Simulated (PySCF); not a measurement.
Stepwise substitution at one centre (Ga Cl-Br). All species are isolated molecules in the gas phase. Strings in code marks are SMILES.

The T1 excitation (TDA) from two functionals at the same geometries (PBE0-D3(BJ)/def2-TZVP), both in PySCF: PBE-D3(BJ)/def2-TZVP and ωB97X-D3(BJ)/def2-TZVP. Excitations are Tamm–Dancoff values on a coarser integration grid. The basis has no diffuse functions, so Rydberg states are missing or too high.

```tsv
species	PBE-D3(BJ)/def2-TZVP (eV)
0 of 3 Cl replaced by Br (`[Cl][Ga]([Cl])[Cl]`)	4.96
1 of 3 Cl replaced by Br (`[Cl][Ga]([Cl])[Br]`)	4.56
2 of 3 Cl replaced by Br (`[Cl][Ga]([Br])[Br]`)	4.35
3 of 3 Cl replaced by Br (`[Br][Ga]([Br])[Br]`)	4.17
```

### Question
What does ωB97X-D3(BJ)/def2-TZVP give for each?

### Answer

- 0 of 3 Cl replaced by Br (`[Cl][Ga]([Cl])[Cl]`): 6.33
- 1 of 3 Cl replaced by Br (`[Cl][Ga]([Cl])[Br]`): 5.79
- 2 of 3 Cl replaced by Br (`[Cl][Ga]([Br])[Br]`): 5.59
- 3 of 3 Cl replaced by Br (`[Br][Ga]([Br])[Br]`): 5.45
Over these rows, drawn at random from the members with no instability flagged (it was tested for open shells, ions and some series alone), PBE minus ωB97X-D3(BJ): mean -1.28 eV, from -1.37 eV to -1.23 eV.
